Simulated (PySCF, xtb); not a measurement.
GaBr3, SMILES [Ga]([Br])([Br])[Br].

Harmonic wavenumbers (cm⁻¹) from xtb 6.7.1 with GFN2-xTB at its own minimum, in rising order: 68, 68, 88, 194, 318, 318.

Task: What does PBE0-D3(BJ)/def2-SVP in PySCF give at its own minimum? (The exact figures need the calculation; the answer reports its results.)

Result: 82, 82, 111, 230, 357, 357. Paired by order, the mean absolute difference is 27 cm⁻¹ and the zero-point energies are 1.5 and 1.7 kcal/mol.
